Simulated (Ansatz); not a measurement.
Born–Oppenheimer molecular dynamics of CH₃NOSi (7 atoms, charge 0, multiplicity 1). It starts at the highest image of a converged band. Of that band: The profile has 2 maxima (images 2, 4) with wells between them (image 3): this band takes more than one step, which may be the mechanism or a detour left from its start path. A vibrational analysis at the climbing image gives one clearly imaginary mode, 514i cm⁻¹: a first-order saddle point.

The calculation used Ansatz, UKS PBE-D4/def2-SVP.

```json
{
  "ensemble": "NVE (velocity Verlet)",
  "time step": "0.5 fs",
  "steps asked": "200",
  "starting velocities drawn for": "100 K",
  "seed": "12736"
}
```

First frame:

```xyz
7
Properties=species:S:1:pos:R:3
N -1.014 -1.392 -0.455
C -0.135 -0.645 0.047
O 0.872 -0.791 0.854
Si 0.976 1.006 0.515
H -1.671 -0.899 -1.074
H -0.289 1.596 1.065
H 1.261 1.125 -0.953
```

Problem. How far do the bonds stretch over the last three quarters of this one trajectory? (Pairs bonded in most of those frames.)

Solution. 
```json
{"bond": "N1–C2", "mean (Å)": "1.221", "spread (Å)": "0.016", "shortest": "1.19", "longest": "1.26"}
{"bond": "N1–H5", "mean (Å)": "1.020", "spread (Å)": "0.005", "shortest": "1.01", "longest": "1.03"}
{"bond": "C2–O3", "mean (Å)": "1.220", "spread (Å)": "0.028", "shortest": "1.18", "longest": "1.29"}
{"bond": "O3–Si4", "mean (Å)": "2.155", "spread (Å)": "0.197", "shortest": "1.87", "longest": "2.51"}
{"bond": "Si4–H6", "mean (Å)": "1.549", "spread (Å)": "0.015", "shortest": "1.50", "longest": "1.57"}
{"bond": "Si4–H7", "mean (Å)": "1.553", "spread (Å)": "0.013", "shortest": "1.52", "longest": "1.57"}
```

Mean temperature of the second half: 304 K. The conserved energy stayed within 0.016 meV per atom of its start (net change 0.012 meV per atom), so the integration is sound. The system heated up, since it started high on the potential surface and ran downhill. A run of 0.1 ps of so small a system gives no equilibrium averages. The orbitals stay closed-shell, which can raise the energy where a bond breaks towards radicals; this wasn't checked here.

Run time: 6.2 min on 2 threads of Intel(R) Xeon(R) Platinum 8259CL CPU @ 2.50GHz (Skylake/Cascade Lake), on a shared host, peak memory 0.19 GiB.
